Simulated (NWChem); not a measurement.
# silylphosphine (SiPH$_{5}$); SMILES [SiH3]P

All runs: NWChem. Geometry: optimised at B3LYP/6-31G* (spherical d). Ions are spin-unrestricted doublets at the neutral geometry; other ion states weren't tried.

Problem. What does the run give for PBE/def2-SVP? Quantities: vertical ionisation energy, ΔSCF (eV); −ε(HOMO) (eV).

Solution. 
```
Quantity                               Value
-------------------------------------  -----
vertical ionisation energy, ΔSCF (eV)   9.69
−ε(HOMO) (eV)                           6.39
```
